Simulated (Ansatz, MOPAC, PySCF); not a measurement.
Species: H3SiO3 (charge -1, singlet). SMILES: [O-][SiH](O)O
Geometry: optimised at B3LYP-D3(BJ)/def2-TZVP (Ansatz, a program for electronic structure).

Unscaled harmonic wavenumbers (cm⁻¹) in rising order, each level at the stationary point that it reaches from this structure (no distance between atoms moves by over 0.3 Å); the order of modes can differ between levels, and a negative number is imaginary. B3LYP-D3(BJ)/def2-TZVP (PySCF, at the structure above): 132, 265, 295, 346, 404, 736, 782, 812, 873, 907, 945, 1134, 2086, 3829, 3829.

AM1 (MOPAC): 124, 160, 251, 288, 318, 706, 706, 764, 817, 1003, 1004, 1099, 2220, 3636, 3637. Zero-point energy 23.9 against 24.8 kcal/mol; where all levels lie over 400 cm⁻¹, the wavenumbers are on average 0.984 times those of B3LYP-D3(BJ)/def2-TZVP.

HF/3-21G (Ansatz): 100, 253, 377, 404, 429, 825, 862, 968, 981, 1014, 1045, 1230, 2249, 3913, 3914. Zero-point energy 26.5 against 24.8 kcal/mol; where all levels lie over 400 cm⁻¹, the wavenumbers are on average 1.097 times those of B3LYP-D3(BJ)/def2-TZVP.

HF/6-31G* (Ansatz): 176, 304, 322, 386, 449, 797, 854, 926, 977, 1006, 1057, 1248, 2230, 4114, 4115. Zero-point energy 27.1 against 24.8 kcal/mol; where all levels lie over 400 cm⁻¹, the wavenumbers are on average 1.098 times those of B3LYP-D3(BJ)/def2-TZVP.

B3LYP/6-31G* (Ansatz): 148, 271, 314, 358, 395, 732, 793, 834, 895, 942, 983, 1160, 2094, 3755, 3755. Zero-point energy 24.9 against 24.8 kcal/mol; where all levels lie over 400 cm⁻¹, the wavenumbers are on average 1.013 times those of B3LYP-D3(BJ)/def2-TZVP.
